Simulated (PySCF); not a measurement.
Assignment exercise: C₅H₅O₃P

Atom-mapped SMILES (the numbers label the heavy atoms): `[CH3:1][O:2][C:3](=[O:4])[c:5]1[o:6][cH:7][cH:8][p:9]1`. Hydrogens are named by the atom that carries them.

Calculated, not measured (PySCF 2.14.0 with density-fitted response routines): shielding tensors at PBE0/pcSseg-1 (GIAO), coordinates at the GFN2-xTB level. One averaged value for each set of equivalent atoms, isolated molecule, non-relativistic Hamiltonian, single conformer.

Scale: $^{13}$C, $^{1}$H against TMS (reference shieldings calculated alike).

(1) Assign these signals to the numbered atoms. $^{13}$C{$^{1}$H} NMR (computed): δ 191.1 (C), 165.8 (C), 158.3 (CH), 137.0 (CH), 53.2 (CH3).

(2) Assign these signals to the numbered atoms. $^{1}$H NMR (600 MHz, computed): δ 8.33 (m, 1H), 7.57 (m, 1H), 4.08 (s, 3H).

Results:

(1) 
191.1 → C5, substituted aromatic carbon next to the ring oxygen
165.8 → C3, ester carbonyl carbon: it is a carbonyl in resonance with an O or N lone pair, the region of acids, esters and amides
158.3 → C7, aromatic CH next to the ring oxygen
137.0 → C8, aromatic CH: the aromatic region
53.2 → C1, methyl carbon bonded to O: the inductive effect lowers its shielding

(2) 
8.33 → H(C7), hydrogen on an aromatic CH next to the ring oxygen: aromatic region
7.57 → H(C8), hydrogen on an aromatic CH: it sits in the deshielding region of the aromatic ring current
4.08 → H(C1), hydrogen on a methyl carbon bonded to O: its carbon carries O, which withdraws density

Splittings by $^{31}$P in the carbon and heteronuclear signals aren't shown, as no couplings were computed. Shifts are as computed. Against solution values, carbons near 30 ppm lie about +3 ppm off and those near 130 ppm about +5 ppm. Of 1211 compounds with measured shifts, 218 miss one by over three times the rms of a fit or turn the order of signals round; such compounds aren't used in these exercises. No couplings were computed; multiplicities are counted from neighbouring protons, with m where these are inequivalent, close in shift, in a saturated or five-membered ring or joined by F or P, and br s for small geminal =CH2 splittings.
